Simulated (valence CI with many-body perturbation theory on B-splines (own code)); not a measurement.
**Os XLVI: key properties**

Computed by relativistic CI+MBPT: three valence electrons over a frozen Dirac-Fock core [Ar] 3d10, a basis of 9 s, 9 p, 8 d, 6 f, 3 g, 1 h functions for each j, with the one-electron correlation potential Σ1, the two-electron term Σ2, the three-electron term Σ3, Breit, model QED; selected CI, second order for the rest, scaled by the run's own slope (own B-spline code, finite nucleus).

The last digits are not significant, and no measured levels were compared; by estimate large intervals hold to a few tenths of a per cent, small ones and those within an open d or f shell to about a per cent.

Levels are named by their leading jj configuration (3d3/2^4 stands for four electrons in 3d with j = 3/2), which in mixed levels can hold well under half, so a name can repeat and another be missing.

Rates and lifetimes use the calculated energies. Strong lines usually hold to 10 to 20 %, long lifetimes can be off by a factor of two.

Problem. What is the ground level?

Solution. (4s^2 4p1/2) J=1/2, composition 100 % 4s2.4p 2P°, g = 0.658.

Problem. What is the ionisation energy?

Solution. 2401.2 eV; NIST lists 2400 ± 4 eV (theoretical).

Problem. How well does LS coupling describe the low levels?

Solution. Among the lowest 20 levels the leading LS term, summed over configurations, holds 66 % on average. For single configurations the figures are 64 % in LS and 95 % in jj coupling. Terms mix most in the J = 3/2 level at 383.88 eV, where the leading one holds 37 %.

Problem. Where does the other parity begin?

Solution. At (4s 4p1/2^2) J=1/2, 101.94 eV.

Problem. Name the longest-lived excited levels whose lifetime is computed, and their main decay.

Solution. (4s 4p3/2 4d5/2) J=9/2 at 496.39 eV lives 159 ns, mostly by M1 to (4s 4p1/2 4d5/2) J=7/2; (4s^2 4p3/2) J=3/2 at 113.24 eV lives 137 ns, mostly by M1 to (4s^2 4p1/2) J=1/2.

Problem. What are the static dipole polarisabilities of the lowest levels?

Solution. (4s^2 4p1/2) J=1/2 0.0273 bohr³, of which the core gives 0.00183.

Problem. Among levels below 509.68 eV, which E1 lines absorb most strongly from the ground level?

Solution. to (4s^2 4d3/2) J=3/2 at 4.408 nm, f = 0.835; to (4s 4p1/2 4p3/2) J=3/2 at 5.574 nm, f = 0.413; to (4s 4p1/2 4p3/2) J=1/2 at 5.512 nm, f = 0.384.
